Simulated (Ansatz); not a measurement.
Born–Oppenheimer molecular dynamics of Cl₂H₅InO₂Si (11 atoms, charge 0, multiplicity 1). It starts at the highest image of a converged band, a first-order saddle point between two minima.

The calculation used Ansatz, RKS B3LYP/def2-SVP.

```
ensemble                      : NVE (velocity Verlet)
time step                     : 0.5 fs
steps asked                   : 200
starting velocities drawn for : 300 K
seed                          : 2698
```

First frame:

```xyz
11
Properties=species:S:1:pos:R:3
In 0.073 0.102 -0.017
O -0.457 -0.354 2.003
H -1.398 -0.336 2.232
Cl 1.835 -1.151 -0.919
Cl -1.728 0.881 -1.310
O 0.754 1.557 1.468
Si 1.866 2.743 1.899
H 3.184 2.141 2.247
H 2.031 3.668 0.745
H 1.336 3.485 3.078
H 0.162 0.765 2.093
```

Question: What does the run give?

Answer: The run went to its last step.

| Quantity | Value |
| --- | --- |
| steps done | 200 |
| time covered | 100 fs |
| mean temperature over the second half | 318 K |
| spread of the potential energy over the second half | 8.0 meV per atom |
| mean potential energy of the second half above the start | -1.9 meV per atom |

The conserved energy stayed within 0.12 meV per atom of its start (net change 0.055 meV per atom), so the integration is sound. A run of 0.1 ps of so small a system gives no equilibrium averages. The orbitals stay closed-shell, which can raise the energy where a bond breaks towards radicals; this wasn't checked here.

Question: What happens to the structure?

Answer: Between its relaxed ends the band would form O2–H11 and break O6–H11. These pairs go: O2–H11 1.28 → 1.00 Å, O6–H11 1.17 → 2.31 Å. In the last frame they stand as after the step (other bonds may differ from the relaxed reactants and products). It ends as one piece, Cl2H5InO2Si. Pairs count as bonded within 1.25 times the sum of covalent radii (0.12 Å more for H–H). The details hang on the random start.

Question: How do temperature and energy run in time?

Answer: 
| time (fs) | T (K) | potential energy less start (eV) | conserved less start (meV/atom) |
| --- | --- | --- | --- |
| 0 | 300 | 0.000 | 0.00 |
| 3 | 212 | 0.104 | 0.11 |
| 6 | 266 | 0.040 | 0.03 |
| 9 | 258 | 0.050 | 0.05 |
| 12 | 233 | 0.079 | 0.08 |
| 15 | 299 | 0.002 | 0.02 |
| 18 | 268 | 0.038 | 0.08 |
| 21 | 328 | -0.032 | 0.03 |
| 24 | 320 | -0.023 | 0.05 |
| 27 | 301 | 0.000 | 0.09 |
| 30 | 394 | -0.110 | -0.02 |
| 33 | 287 | 0.016 | 0.09 |
| 36 | 301 | -0.001 | 0.04 |
| 39 | 306 | -0.006 | 0.02 |
| 42 | 243 | 0.067 | 0.10 |
| 45 | 306 | -0.007 | 0.02 |
| 48 | 268 | 0.037 | 0.06 |
| 51 | 303 | -0.004 | 0.03 |
| 54 | 248 | 0.061 | 0.06 |
| 57 | 188 | 0.132 | 0.07 |
| 60 | 266 | 0.039 | 0.02 |
| 63 | 212 | 0.103 | 0.09 |
| 66 | 250 | 0.058 | 0.02 |
| 69 | 287 | 0.015 | 0.03 |
| 72 | 252 | 0.057 | 0.10 |
| 75 | 331 | -0.036 | 0.01 |
| 78 | 308 | -0.008 | 0.06 |
| 81 | 362 | -0.072 | 0.05 |
| 84 | 414 | -0.132 | 0.02 |
| 87 | 349 | -0.056 | 0.08 |
| 90 | 428 | -0.149 | 0.02 |
| 93 | 409 | -0.126 | 0.04 |
| 96 | 384 | -0.098 | 0.06 |
| 99 | 428 | -0.149 | 0.02 |

Time of the run: 8.4 min on 4 threads of Arm Neoverse V2 (shared host), peak memory 0.41 GiB.
